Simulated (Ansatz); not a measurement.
Input (FCI/def2-TZVPP; Ansatz, a first-principles code):

Ansatz 0.2 input:
```yaml
crystal:
  periodic: [false, false, false]
  atoms:
    - {symbol: Ga, position_ang: [0.00000000, 0.00000000, 0.00000000]}
basis:
  gaussian:
    orbitals: def2-TZVPP
magnetization: {spin_polarized: true, initial_magnetization: 1}
correlation: {method: fci, electrons: outside_noble_gas}
scf: {lower_state_search: full}
```

Output:

```
Functional definition: HF
integrals: 0.03 GiB planned
453 factors; integrals over basis functions are off by at most 3.1e-8 eV
mean field: 0.12 GiB planned
mean field evaluation 1: about -52333.4024 eV, gradient 3.0e0 eV
mean field evaluation 2: about -52333.4026 eV, gradient 3.0e0 eV
mean field evaluation 4: about -52333.5771 eV, gradient 2.6e-1 eV
mean field evaluation 8: about -52333.5773 eV, gradient 2.5e-6 eV
mean field evaluation 16: about -52333.5761 eV, gradient 2.9e-1 eV
mean field evaluation 32: about -52333.5767 eV, gradient 2.7e-1 eV
mean field evaluation 64: about -52333.2711 eV, gradient 8.5e0 eV
mean field -52333.57725659 eV, -1923.2234912070 hartree, gradient 6.0e-7 eV, S^2 0.762990; 6 other end points of the search recorded, 0 dependent functions left out
14 core orbitals not correlated
reference -52333.48877331 eV, -1923.2202395064 hartree; 2, 1 occupied and 32, 33 virtual orbitals, 453 factors
configuration interaction: 0.16 GiB planned
state -52334.88104678 eV, -1923.2714046126 hartree
Total energy: -52334.88104678 eV, -1923.2714046126 hartree
```
